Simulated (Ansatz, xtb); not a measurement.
# Two structures of FH2SiSn

We compare X, a doublet given by its coordinates, with Y, a doublet given by its coordinates. Both are isolated molecules in the gas phase, relaxed with PBE0-D3(BJ)/def2-SVP.

X (Å):

```xyz
5

F    -0.8226    1.4839    1.1482
Si   -0.5214    0.2435    0.1322
Sn    1.5598    0.0370   -1.3075
H    -1.7235   -0.6443    0.2921
H     0.6520   -1.4479   -1.7306
```

Close contacts (Å): F1–Si2 1.63, Si2–Sn3 2.54, Si2–H4 1.50, Sn3–H5 1.79.

Y (Å):

```xyz
5

F     1.7383   -1.1115    1.6910
Si    0.9227   -0.0413    0.7553
Sn   -1.6335   -0.3843    0.8749
H    -1.6553    0.7154   -0.5217
H     0.0104   -1.1296   -0.1469
```

Close contacts (Å): F1–Si2 1.64, Si2–Sn3 2.58, Si2–H5 1.68, Sn3–H4 1.78, Sn3–H5 2.07.

Q: Which of the two would you expect CCSD(T)/def2-SVP electronic energies to favour?

A: Structure X; the calculation gives E(Y) − E(X) = +7.9 kcal/mol.

Level by level:

```json
{"level": "PBE0-D3(BJ)/def2-SVP", "geometry": "PBE0-D3(BJ)/def2-SVP", "E(Y) − E(X) (kcal/mol)": "+7.8", "departure from the last row (kcal/mol)": "−0.1", "job, with rough time for the two": "optimisation, 1.8 min"}
{"level": "HF/def2-SVP", "geometry": "PBE0-D3(BJ)/def2-SVP", "E(Y) − E(X) (kcal/mol)": "+10.2", "departure from the last row (kcal/mol)": "+2.4", "job, with rough time for the two": "part of the CCSD(T) run"}
{"level": "MP2/def2-SVP", "geometry": "PBE0-D3(BJ)/def2-SVP", "E(Y) − E(X) (kcal/mol)": "+9.9", "departure from the last row (kcal/mol)": "+2.0", "job, with rough time for the two": "part of the CCSD(T) run"}
{"level": "CCSD(T)/def2-SVP", "geometry": "PBE0-D3(BJ)/def2-SVP", "E(Y) − E(X) (kcal/mol)": "+7.9", "departure from the last row (kcal/mol)": "", "job, with rough time for the two": "single point, 28 s"}
```

None of the levels shown reverses the order. The largest departure from CCSD(T)/def2-SVP is that of HF/def2-SVP, 2.4 kcal/mol. Levels run at GFN2-xTB geometries aren't shown. MP2 in a larger basis moves the difference by +0.6 kcal/mol, a step that isn't added because spin contamination makes open-shell MP2 unreliable in this search.

With harmonic frequencies from PBE0-D3(BJ)/def2-SVP (ideal gas, rigid rotor, one conformer each, 600 K, 1 atm): the zero-point term adds −0.3 kcal/mol; ΔH is +7.2 and ΔG +8.3 kcal/mol.

Open shells are spin-unrestricted. The correlated steps freeze 10 core orbitals; the filled d shell of Sn is correlated, in a basis made for valence electrons. Atoms past krypton carry core potentials in the def2 sets and no spin–orbit term is included. Mirror images aren't counted in ΔG. Programs: Ansatz 0.2.0; the last row on 1 thread of AMD EPYC 7R43 64-Core Processor (Zen 3) on a shared host.
